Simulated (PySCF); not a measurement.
# Induced dipoles and field energies

Compound: C3H13BN2Si2.
Cartesian coordinates in Å at the PBE0-D3(BJ)/def2-SVP level; atoms count from 1:
```xyz
21
C3H13BN2Si2 angstrom
C      3.1180    0.3759   -0.7407
C      2.7700   -0.9532   -0.0701
C      1.3986   -0.9879    0.4067
N      0.3061   -0.9822    0.7651
B     -1.2359   -0.8911    1.1620
N     -1.8611    0.1736    0.2798
Si    -1.7949    1.8012    0.8640
Si    -2.4929   -0.3736   -1.2366
H      2.4814    0.5543   -1.6184
H      2.9886    1.2168   -0.0454
H      4.1656    0.3551   -1.0703
H      3.4251   -1.1498    0.7943
H      2.8997   -1.7988   -0.7652
H     -1.2068   -0.6188    2.3575
H     -1.6454   -2.0298    0.9591
H     -0.3756    2.2712    1.0423
H     -2.4626    1.9544    2.1944
H     -2.4485    2.7244   -0.1163
H     -3.5755   -1.3930   -1.0696
H     -1.4253   -1.0165   -2.0802
H     -3.0378    0.7850   -2.0125
```

Level: wB97X-D/def2-SVPD (PySCF); nuclei fixed, core orbitals frozen in the response. Permanent dipole (7.892, -0.824, -1.512) D (1 au = 2.5417 D). Static polarisability (au):

```
x   141.16  -2.52  -3.88
y    -2.52 114.12   2.65
z    -3.88   2.65 111.87
```

Only the terms in μ and α are kept: μ(F) = μ + αF and ΔE = −μ·F − ½ F·αF.

**Question.** A field of 0.008 au (0.411 V/Å) is applied along each axis in both senses. Find the induced dipole, the size of the total dipole and the two energy terms.

**Answer.** 
| field along | induced x (D) | induced y (D) | induced z (D) | total size (D) | −μ·F (kJ/mol) | −½F·αF (kJ/mol) |
| --- | --- | --- | --- | --- | --- | --- |
| +x | 2.870 | -0.051 | -0.079 | 10.914 | -65.216 | -11.860 |
| −x | -2.870 | 0.051 | 0.079 | 5.279 | +65.216 | -11.860 |
| +y | -0.051 | 2.321 | 0.054 | 8.114 | +6.809 | -9.588 |
| −y | 0.051 | -2.321 | -0.054 | 8.685 | -6.809 | -9.588 |
| +z | -0.079 | 0.054 | 2.275 | 7.888 | +12.495 | -9.399 |
| −z | 0.079 | -0.054 | -2.275 | 8.868 | -12.495 | -9.399 |

**Question.** For the field (0.0032, 0.0040, 0.0064) au, what is the induced dipole, and what angle does it make with the field?

**Answer.** αF = (1.059, 1.183, 1.815) D, at 3.2° to the field. The polarisability along this direction, F·αF/F², is 115.56 au, against a mean of 122.38 au.

**Question.** Which field along μ doubles the dipole in that direction (linear response)?

**Answer.** The polarisability along the dipole is 141.88 au, so F = 3.1780 au / 141.88 au = 0.0224 au = 1.15 V/Å; higher-order terms are ignored.

**Question.** What field makes μF equal to kT at 298 K?

**Answer.** kT = 0.9437 × 10⁻³ Eh, so F = 0.000297 au = 1.53 MV/cm.

**Question.** A unit point charge sits 14 Å away. Estimate the induction energy −αe²/2R⁴ with the mean polarisability, treating the molecule as a point.

**Answer.** R = 26.46 bohr, so the energy is −122.4/(2 × 26.46⁴) Eh = -0.328 kJ/mol. The charge–dipole term at its most favourable orientation, −μe/R², is -11.9 kJ/mol.

One conformer (not necessarily the lowest) at the PBE0-D3(BJ)/def2-SVP geometry, without solvent, vibrations or thermal averaging.

wB97X-D is run here without its empirical dispersion term; that term would change no orbital, density or response property at a fixed geometry.
